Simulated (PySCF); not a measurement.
**Correlation energy of S (sulfur, neutral)**

[Ne] 3s2 3p4, high-spin 3P determinant. All numbers are calculated (PySCF 2.14, the spin-free X2C one-electron Hamiltonian (Gaussian nucleus), in x2c-QZVPPall (9s6p4d2f1g, 70 functions)). Frozen: 1s2; 14 electrons correlated.

| level | correlation energy (mhartree) |
| --- | --- |
| CCSD | -332.34 |
| (T) | -7.64 |
| CCSD(T) | -339.98 |

Diagnostics: T1 = 0.0076, D1 = 0.0343, largest double amplitude 0.050.

Q: Is a single reference adequate?

A: Yes: T1 lies below 0.03 and no double amplitude reaches 0.07.

This basis was not built for core-valence correlation, so the inner-shell part is incomplete.
